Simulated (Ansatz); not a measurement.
Species: AlBrCl, SMILES `[Cl][Al][Br]` (charge 0, multiplicity 2), formula AlBrCl.

Q: How many basis functions does frozen-core CCSD(T)/cc-pVTZ // TPSSh-D3(BJ)/def2-TZVP (Ansatz, an electronic-structure program) use, how many core orbitals are frozen, and how many electrons are correlated?

A: 111 basis functions and 19 frozen orbitals, which leaves 27 correlated electrons (filled d shells below the valence shell are correlated). Core time is of the order of seconds.
